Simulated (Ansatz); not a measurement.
Basis sets compared for the cluster W4Se8 (the lowest singlet isomer of a short search). Charge 0, multiplicity 1. Geometry r2SCAN-D4/def2-SVP. Ansatz on 2 threads of AMD EPYC 7R13 on a shared host and a share (18 GiB) of an NVIDIA H100 80GB HBM3; times are rough, and most runs start from earlier orbitals.

```xyz
12

W    -0.3519    1.0453   -0.1643
W     0.0858   -1.3865   -0.6100
W    -2.5426    0.0472   -0.6475
W     1.9250    0.0378    0.3751
Se    1.8807    2.1502   -1.1424
Se    0.5007   -2.4237    1.5878
Se   -3.0915    1.7859   -2.0444
Se    1.4963    2.5389    1.1562
Se    2.3390   -1.4457   -1.5731
Se   -2.1948   -2.3364   -1.1527
Se   -2.1499    0.8958    1.5919
Se    2.1033   -0.9087    2.6234
```

In the def2 sets W takes a core potential; there is no spin–orbit coupling. Single mean-field runs in def2-TZVP are fitted with def2-universal-jkfit. The restricted singlet is unstable towards broken spin symmetry in Hartree–Fock (as tested in another run); at PBE-D4/def2-SVP, PBE-D4/def2-TZVP, PBE0-D4/def2-SVP, PBE0-D4/def2-TZVP this wasn't settled. No other spin state of charge 0 was run. The structure comes from a short search, and lower isomers may exist.

| level | functions | energy (Eh) | HOMO (eV) | LUMO (eV) | wall time |
| --- | --- | --- | --- | --- | --- |
| PBE-D4/def2-SVP | 384 | -19476.4012 | -5.25 | -4.62 | 5.5 s |
| PBE0-D4/def2-SVP | 384 | -19476.7163 | -6.10 | -4.22 | 12 s |

Problem. Estimate the rows for PBE-D4/def2-TZVP (with forces), PBE0-D4/def2-TZVP.

Solution. 
```tsv
level	functions	energy (Eh)	HOMO (eV)	LUMO (eV)	wall time
PBE-D4/def2-TZVP (with forces)	544	-19478.8232	-5.16	-4.55	8 s
PBE0-D4/def2-TZVP	544	-19479.1511	-5.96	-4.09	7 s
```
